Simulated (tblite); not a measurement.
A tight-binding relaxation on `C=C(C)/C(Br)=C/O[SiH2]Br`.

Computed with GFN2-xTB geometry optimisation, gas phase (tblite 0.8.0). Start geometry: from a force field or distance geometry. The command runs a driver script over a list of jobs; the input below is this job's line of settings and its coordinates in Å.

Command:
```bash
OMP_NUM_THREADS=1 python probes_run.py task.json out
```

Input:
```
{"job": {"kind": "relax", "xc": "GFN2-xTB", "basis": "xTB"}, "charge": 0, "multiplicity": 1}
C     -1.810100     1.163100    -1.447300
C     -1.383700     0.337600    -0.521600
C     -2.334500    -0.125900     0.532000
C      0.018200    -0.097300    -0.541500
Br     1.155000     0.547400    -1.910800
C      0.491200    -0.935800     0.379100
O      1.796500    -1.382700     0.417400
Si     3.206700    -0.474100     0.775400
Br     2.936000     1.740600     0.508100
H     -2.856300     1.513900    -1.460800
H     -1.124600     1.501500    -2.211200
H     -2.205500     0.486400     1.420600
H     -3.352100    -0.029500     0.073900
H     -2.177900    -1.208700     0.773400
H     -0.183100    -1.281300     1.161300
H      4.246900    -0.976500    -0.143200
H      3.570100    -0.766500     2.185300
```

Output:
```
step      E/eV     max force
  0    -783.39529    1.691
  1    -783.55172    1.196
  2    -783.66185    1.069
  3    -783.71805    0.729
  4    -783.77320    0.424
  5    -783.79938    0.445
  6    -783.82527    0.530
  7    -783.84249    0.436
  8    -783.85646    0.317
  9    -783.86507    0.208
... (102 lines left out)
112    -784.02516    0.032
113    -784.02531    0.037
114    -784.02547    0.033
115    -784.02561    0.025
116    -784.02572    0.021
117    -784.02579    0.017
118    -784.02583    0.015
119    -784.02586    0.014
120    -784.02588    0.012
121    -784.02590    0.009
```

«max force» is the largest atomic force in eV/Å.

Question: From which step on does the largest force stay under 0.1 eV/Å, and how much energy is left to gain from there?

Answer: From step 60 (0.076 eV/Å), 12.6 meV above the end.

In short: energy lowered by 14.5 kcal/mol over 121 steps; largest atomic force 0.009 eV/Å at the end.

Hardware: an Arm Neoverse V1 with one thread, shared host. Cost: 1.3 s.
Labels such as C1 count atoms from 1, the log's own numbers from 0.
